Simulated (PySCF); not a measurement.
SMILES C(/c1occc1)=C/B (C6H7BO), GFN2-xTB optimised geometry.

```
15

B      0.17    -2.52    -0.82
C     -1.12    -1.90    -0.26
C     -1.38    -0.60     0.02
C     -0.41     0.45     0.00
C      0.97     0.45     0.00
C      1.37     1.80     0.00
C      0.22     2.54     0.01
O     -0.86     1.73     0.02
H      0.79    -1.96    -1.64
H      0.49    -3.59    -0.48
H     -1.95    -2.58    -0.09
H     -2.37    -0.28     0.31
H      1.60    -0.41     0.03
H      2.37     2.18     0.00
H      0.04     3.59     0.02
```

Density from B3LYP/def2-TZVP in PySCF at that geometry.

Minimum of the electron density along straight lines between bonded atoms, close to the bond critical point (lines longer than 1.1 times the sum of covalent radii, or with two minima, are not listed):

| bond | length / Å | ρ at the minimum / e bohr⁻³ | ∇²ρ there / e bohr⁻⁵ | position (fraction from the first atom) |
|---|---|---|---|---|
| B1–C2 | 1.534 | 0.195 | -0.19 | 0.33 |
| C2–C3 | 1.348 | 0.343 | -1.05 | 0.48 |
| C3–C4 | 1.434 | 0.299 | -0.88 | 0.48 |
| C4–C5 | 1.378 | 0.330 | -0.97 | 0.52 |
| C5–C6 | 1.410 | 0.305 | -0.86 | 0.50 |
| C6–C7 | 1.363 | 0.338 | -1.01 | 0.48 |
| C4–O8 | 1.357 | 0.290 | -0.36 | 0.34 |
| C7–O8 | 1.338 | 0.301 | -0.29 | 0.33 |
| B1–H9 | 1.170 | 0.193 | -0.36 | 0.44 |
| B1–H10 | 1.171 | 0.192 | -0.36 | 0.44 |
| C2–H11 | 1.086 | 0.281 | -0.97 | 0.64 |
| C3–H12 | 1.085 | 0.288 | -1.03 | 0.65 |
| C5–H13 | 1.070 | 0.294 | -1.08 | 0.65 |
| C6–H14 | 1.071 | 0.293 | -1.07 | 0.65 |
| C7–H15 | 1.072 | 0.297 | -1.11 | 0.66 |
